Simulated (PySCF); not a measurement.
GeH₅NOSi, GeH₇NOSi (calculated)

Computed with PySCF 2.14.0. Calculation on a computer-drawn molecule: the log of a Hartree-Fock and frozen-core CCSD(T) single point meant for a local Hartree-Fock minimum, with one planted fault or none, to be diagnosed. Offsets are logged minus clean, where the clean run is the same molecule without the fault. The reference is restricted for singlets and unrestricted otherwise, and also for a bond in bohr or an excited solution. Adding or removing an electron swaps singlet and doublet. The excited solution moves the top pair (singlet) or top alpha electron (doublet) to the lowest empty orbital. Highest occupied and lowest empty are orbital energies over both spins, largest force is the largest gradient component, triples share is (T) over the correlation energy, the T1 limit is 0.02 restricted and 0.045 unrestricted, electrons count all cores, a negative frequency is imaginary (commonest isotopes), and the dipole is about the centre of nuclear charge; on germanium a core potential holds 10 electrons, which the energies leave out, and 3d is frozen in MP2 and coupled-cluster steps.

Common to all runs: meant charge 0; meant multiplicity 1; meant basis cc-pV(D+d)Z; meant basis and core potential on germanium cc-pVDZ-PP ECP10MDF; logged SCF converged yes; logged CC converged yes; logged SCF stable within its kind yes; possible faults no fault, one electron removed, one electron added, multiplicity raised by two, geometry at a saddle point, SCF held on an excited solution, minimal basis STO-3G, one bond length entered in bohr, all coordinates scaled.

(1) 
```xyz
9
formula=GeH5NOSi logged_electrons=66 logged_basis_functions=99 logged_spin_squared=0 logged_highest_occupied=-7.9043 logged_lowest_empty=1.0193 logged_largest_force=0.041929 logged_T1_diagnostic=0.016302 logged_D1_diagnostic=0.05842 logged_triples_share=0.025108 logged_dipole_magnitude=1.3276 logged_energy_HF=-714.55514 logged_energy_CCSD(T)=-715.14491
N     -0.6755     1.4688     3.8460
Si     0.7478     1.2304     2.9935
Ge     0.5047     2.0482     0.7531
O      2.0434     1.3914     0.3026
H     -1.0606     2.3566     3.8558
H     -0.7491     1.0845     4.7320
H      1.9068     1.8419     3.5883
H      0.9903    -0.1793     2.9746
H      2.2719     1.5351    -0.5694
```

Units: logged_highest_occupied, logged_lowest_empty in eV; logged_largest_force in hartree/bohr; logged_dipole_magnitude in debye; logged_energy_HF, logged_energy_CCSD(T) in hartree.

Drawn bonds:
| atom | other atom | order |
| --- | --- | --- |
| 1 | 2 | 1 |
| 2 | 3 | 1 |
| 3 | 4 | 1 |
| 1 | 5 | 1 |
| 1 | 6 | 1 |
| 2 | 7 | 1 |
| 2 | 8 | 1 |
| 4 | 9 | 1 |

(2) 
```xyz
11
formula=GeH7NOSi logged_electrons=68 logged_basis_functions=109 logged_spin_squared=2.0088 logged_highest_occupied=-2.8482 logged_lowest_empty=-0.36391 logged_largest_force=0.084469 logged_T1_diagnostic=0.029402 logged_D1_diagnostic=0.15698 logged_triples_share=0.026073 logged_dipole_magnitude=1.3198 logged_energy_HF=-715.54449 logged_energy_CCSD(T)=-716.15228
N     -0.5719     1.8186     1.0424
Si     0.9593     1.1793     1.4905
O      1.8894     2.3724     2.1535
Ge     1.9551     0.2638    -0.4965
H     -1.1000     1.3853     0.3085
H     -1.1898     2.1694     1.7524
H      0.9211     0.1564     2.5558
H      1.9914     3.1736     1.6612
H      2.3308     1.3758    -1.4890
H      3.2311    -0.5217    -0.1671
H      0.9919    -0.6914    -1.2210
```

Units: logged_highest_occupied, logged_lowest_empty in eV; logged_largest_force in hartree/bohr; logged_dipole_magnitude in debye; logged_energy_HF, logged_energy_CCSD(T) in hartree.

Drawn bonds:
| atom | other atom | order |
| --- | --- | --- |
| 1 | 2 | 1 |
| 2 | 3 | 1 |
| 2 | 4 | 1 |
| 1 | 5 | 1 |
| 1 | 6 | 1 |
| 2 | 7 | 1 |
| 3 | 8 | 1 |
| 4 | 9 | 1 |
| 4 | 10 | 1 |
| 4 | 11 | 1 |

**Q.** Which fault was planted in the run of GeH₅NOSi (entry 1)?
**A.** all coordinates scaled, by -3.6 %

**Q.** Which fault was planted in the run of GeH₇NOSi (entry 2)?
**A.** multiplicity raised by two

Further results for GeH₅NOSi (entry 1):

* HF energy offset from clean run: 7.652 kcal/mol
* CCSD(T) energy offset from clean run: 12.21 kcal/mol

Further results for GeH₇NOSi (entry 2):

* HF energy offset from clean run: 146.5 kcal/mol
* CCSD(T) energy offset from clean run: 156.2 kcal/mol
